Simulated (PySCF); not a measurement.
## Bond length, frequency and bond energy of LaBr by level of theory

State: triplet, about 0.0 electrons in the 4f shell (Mulliken). Set-up: La x2c-TZVPall, Br x2c-TZVPall; spin-free X2C with a Gaussian nucleus (PySCF 2.14). De refers to La (5d1 6s2) + Br in their high-spin ground configurations, without counterpoise correction. The functionals are run spin-unrestricted. A positive dipole means La(−)Br(+).

```csv
Level,Re (Å),ωe (cm⁻¹),De (eV),μ (D),"CPU s a point (SCF and correlation, without the integrals)"
UHF,2.806,206,n/a,-5.46,6.2
UHF-MP2,2.707,230,n/a,n/a,14
UHF-SCS-MP2,2.729,225,n/a,n/a,n/a
PBE,2.696,223,4.70,-4.42,7.2
r²SCAN,2.708,223,4.77,-4.97,13
PBE0,2.699,225,4.67,-4.89,14
M06,2.711,220,3.98,-5.83,17
MN15,2.699,223,4.17,-5.04,20
ωB97X,2.734,216,4.21,-5.29,27
```

Question: What does a quarter of exact exchange do here, going from PBE to PBE0?

Answer: PBE0 less PBE: +0.3 pm in Re, +0.9 % in ωe, -0.03 eV in De. Exact exchange removes part of the self-interaction that spreads semilocal densities, and in most molecules shortens and stiffens the bond and lowers De; here Re goes the other way.

Question: What does the step from GGA to meta-GGA do here, going from PBE to r²SCAN?

Answer: r²SCAN less PBE: +1.2 pm in Re, +0.0 % in ωe, +0.07 eV in De. 

Question: What does second-order correlation do here, going from UHF to UHF-MP2?

Answer: UHF-MP2 less UHF: -9.9 pm in Re, +11.7 % in ωe. Correlation nearly always deepens the well. The bond shortens, as in weak, metallic or heavy-atom bonds, where dispersion and the correlation of outer-core electrons pull the atoms together.

Correlated steps freeze 27 core orbitals. Spin–orbit coupling is left out, which matters for elements this heavy, above all for dissociation energies. The state is the lowest single determinant that the PBE0 search found; with open d or f shells the true ground state can be another one.

The whole job (state search and all levels along the bond) took about 9.4 min on 4 threads of Arm Neoverse V1 (shared host), peak memory 8.6 GiB.
